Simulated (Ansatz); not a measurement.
Geometry optimisation, DFT PBE-D3(BJ), scalar-relativistic, plane waves, PAW in Ansatz.

Input:

```yaml
accuracy: low
crystal:
  lattice:
    - [6.229962, 0.0, 0.0]
    - [0.0, 6.229962, 0.0]
    - [0.0, 0.0, 6.229962]
  atoms:
    - { symbol: O, position: [0.8343483, 0.9040086, 0.0878526] }
    - { symbol: H, position: [0.9763228, 0.9575816, 0.1216717] }
    - { symbol: H, position: [0.7512521, 1.0324817, 0.0602798] }
    - { symbol: O, position: [0.5699783, 0.0426884, 0.5826909] }
    - { symbol: H, position: [0.5742325, 0.0780974, 0.4313678] }
    - { symbol: H, position: [0.7196186, 0.027206, 0.6219163] }
    - { symbol: O, position: [0.8204013, 0.5456659, 0.8237022] }
    - { symbol: H, position: [0.6712245, 0.5131711, 0.8530439] }
    - { symbol: H, position: [0.8599502, 0.4440157, 0.7129156] }
    - { symbol: O, position: [0.333968, 0.1475846, 0.1847064] }
    - { symbol: H, position: [0.3354068, 0.1552149, 0.0294316] }
    - { symbol: H, position: [0.3286424, 0.296328, 0.2296243] }
    - { symbol: C, position: [0.2575377, 0.7144913, 0.6139676] }
    - { symbol: O, position: [0.1323557, 0.8146027, 0.5134652] }
    - { symbol: O, position: [0.3827196, 0.6143799, 0.7144699] }
basis:
  ecutwfc: 420.0
kpoints:
  mp_grid: { grid: [1, 1, 1] }
hamiltonian:
  xc: pbe
  dispersion: d3bj
scf:
  occupations: { method: fermi_dirac, width: 0.02 }
  lower_state_search: "off"
relax:
  f_tol: 0.3
  max_steps: 15
  adjacent_minimum: "off"
```

Command:

```bash
$ ansatz run input.yaml --threads 1 --pin off --max-ram 3072MiB --backend cpu --events-out ev --progress --plain --runs-dir out
```

Task: Where does it end, and by what steps?

Result: The run ended unconverged. Limits of this set-up: coarse k mesh, low accuracy level. After 14 steps the energy has fallen by 1.408 eV; O7 moved furthest, 1.88 Å.

```
step  energy less start (eV)  largest force component (eV/Å)  accepted
   0                  0.0000                           0.935       yes
   1                 -0.1798                           1.713       yes
   2                 -0.3492                           1.718       yes
   3                 -0.5004                           1.215       yes
   4                 -0.6148                           0.862       yes
   5                 -0.7226                           0.598       yes
   6                 -0.8263                           0.507       yes
   7                 -0.9127                           0.881       yes
   8                 -1.0041                           0.431       yes
   9                 -1.0617                           0.463       yes
  10                 -1.1240                           0.570       yes
  11                 -1.1916                           0.584       yes
  12                 -1.2713                           0.622       yes
  13                 -1.3496                           0.602       yes
  14                 -1.4080                           0.923       yes
```

```xyz
15
Lattice="6.2300 0.0000 0.0000 0.0000 6.2300 0.0000 0.0000 0.0000 6.2300" Properties=species:S:1:pos:R:3
O 5.664 6.192 0.983
H 6.610 6.430 1.053
H 5.327 6.834 0.317
O 3.841 0.469 3.090
H 3.147 0.823 2.487
H 4.578 0.254 2.462
O 4.325 1.716 5.415
H 4.319 2.696 5.263
H 4.223 1.337 4.480
O 2.150 1.318 0.916
H 2.890 1.372 0.260
H 1.743 2.198 0.867
C 1.479 4.593 4.469
O 0.806 5.121 3.675
O 2.150 4.047 5.262
```

Time of the run: 36 s on 1 thread of Arm Neoverse N1, on a shared host, peak memory 0.32 GiB.
